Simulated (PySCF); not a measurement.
[PdCl6]2- (charge -2 and singlet state).
Bonds: Pd1–Cl2, Pd1–Cl3, Pd1–Cl4, Pd1–Cl5, Pd1–Cl6, Pd1–Cl7.

Method used: PBE0-D3(BJ)/def2-SVP geometry optimisation, gas phase, def2 core potentials past Kr in PySCF.

(1) What internal coordinates does the optimisation give?

## Answers

(1) 
| bond | length (bohr) |
| --- | --- |
| Pd1–Cl2 and 5 like bonds | 4.440 |

Bonds in one row agree within 0.02 bohr and their mean is given. A selection of angles:
| angle | degrees |
| --- | --- |
| Cl2–Pd1–Cl3 | 179.9 |
| Cl2–Pd1–Cl4 | 90.1 |

Pd1 (palladium bonded to 6 Cl) is octahedral (the three widest angles are 179.9°, 179.9° and 179.9°, the others run from 89.9° to 90.1°). All 6 Cl–Pd bonds measure 2.349 to 2.350 Å.

Point group: Oh (tolerance 0.08 Å). Stationary, but not proved a minimum. Whether so highly charged an anion holds all its electrons in the gas phase wasn't checked; a finite basis holds them in any case. The ion is multiply charged and computed without counter-ions or solvent. The geometry's basis has no diffuse functions, a weakness for an anion.

Hardware: an Intel Xeon Platinum 8488C with one thread, on a shared host. Cost: 71 s, 0.60 GiB resident at most. This is the geometry optimisation.
